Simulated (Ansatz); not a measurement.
`[SH][Al]([Cl])[Br]` + silanol → `[SiH3][O][Al]([Cl])[Br]` + H₂S  (ligand exchange at the Al–S bond)

Computed with Ansatz on PBE0-D4/def2-TZVP structures; ΔE is electronic, products minus reactants. CCSD(T)/CBS adds triple-zeta CCSD(T) − MP2 to the extrapolated MP2 energy (def2 sets, frozen cores). This one scheme is used for every species. DFT in def2-TZVPP. For Br outer-core shells are correlated without core-valence functions, which leaves a few kJ/mol of doubt a bond. Scalar relativity is left out up to krypton. One conformer a species, not always the lowest.

```tsv
species	LC-ωPBE energy (Eh)
`[SH][Al]([Cl])[Br]`	-3675.12386
`O[SiH3]`	-367.06716
`[SiH3][O][Al]([Cl])[Br]`	-3642.91318
H₂S	-399.29385
```

**Question.** Work out ΔE.

**Answer.** ΔE = (-3642.91318) + (-399.29385) − (-3675.12386) − (-367.06716) = -0.01601 Eh = -42.0 kJ/mol. CCSD(T)/CBS gives -44.4 kJ/mol.

Largest T1 diagnostic among the species: 0.011.

Leaving LDA and LC-ωPBE aside and taking each functional with its dispersion term where it has one, the values, not all of them listed here, spread over 23.7 kJ/mol, from BHLYP-D4 to revPBE-D4. From BLYP to BHLYP (50 % exact exchange), in def2-TZVPP and without D4, ΔE moves by −8.1 kJ/mol.
